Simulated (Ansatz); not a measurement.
`BOC[SiH2]Cl` + `N=CO` → `O/C=N/[SiH2]Cl` + `BOC`  (ligand exchange at the Si–C bond)

Program: Ansatz. Geometries: PBE0-D4/def2-TZVP. ΔE: electronic, gas phase. CBS: MP2 limit from def2 TZ/QZ plus the TZ coupled-cluster correction, frozen cores. This one scheme is used for every species. Functionals use def2-TZVPP. B3LYP here is the variant with VWN-RPA as its local correlation; programs differ in this. One conformer a species, not always the lowest.

| level | ΔE (kcal/mol) |
| --- | --- |
| B3LYP | -19.4 |
| SCS-MP2/def2-QZVPP | -19.8 |

(1) What does CCSD(T)/CBS give? (Estimate.)

Largest T1 diagnostic among the species: 0.014.

Answers

(1) The calculation gave: -18.6 kcal/mol. The listed levels differ from it by -0.8, -1.2 kcal/mol.

In def2-TZVPP, CCSD(T) changes the Hartree–Fock value by +2.9 kcal/mol (the triples alone add +0.1 kcal/mol) and MP2 by +1.6 kcal/mol.
